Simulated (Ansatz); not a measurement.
Start from `FC(F)(F)[O][SnH3]` and change one atom or group to get `C[Te]C(F)(F)F`.

Ansatz, PBE0-D4/def2-TZVP geometries, multiplicity 1. 

Elements past krypton have def2 core potentials.

| property | `FC(F)(F)[O][SnH3]` |
| --- | --- |
| ideal-gas entropy at 298 K and 1 bar (rigid rotor, harmonic PBE0-D4/def2-TZVP) / J/(mol·K) | 377 |
| LUMO energy (PBE/def2-TZVPP) / eV | -1.83 |
| HOMO–LUMO gap (ωB97M-V/def2-TZVPP) / eV | 12.16 |
| size of the dipole moment (ωB97M-V/def2-TZVPP) / D | 4.05 |
| HOMO–LUMO gap (PBE0/def2-TZVPP) / eV | 8.31 |
| zero-point energy (PBE0-D4/def2-TZVP) / kJ/mol | 102.7 |

(1) What does the change do to each property? (An estimate is asked.)

## Answers

(1) Ansatz gave: 
| property | `C[Te]C(F)(F)F` | shift |
| --- | --- | --- |
| ideal-gas entropy at 298 K and 1 bar (rigid rotor, harmonic PBE0-D4/def2-TZVP) / J/(mol·K) | 374 | -3 |
| LUMO energy (PBE/def2-TZVPP) / eV | -2.06 | -0.23 |
| HOMO–LUMO gap (ωB97M-V/def2-TZVPP) / eV | 9.24 | -2.92 |
| size of the dipole moment (ωB97M-V/def2-TZVPP) / D | 2.34 | -1.71 |
| HOMO–LUMO gap (PBE0/def2-TZVPP) / eV | 5.24 | -3.07 |
| zero-point energy (PBE0-D4/def2-TZVP) / kJ/mol | 132.9 | 30.2 |

With PBE0 the HOMO rises by 2.85 eV and the LUMO falls by 0.22 eV, so the gap narrows by about 3.07 eV. PBE moves the HOMO by 2.32 eV and ωB97M-V by 3.00 eV. Dipoles are sizes alone; their direction can turn. Modes under 60 cm⁻¹, often nearly free rotors, make the harmonic entropy too high.

Spin–orbit coupling is left out; it splits and shifts lone-pair levels of the heavy atoms by tenths of an eV.
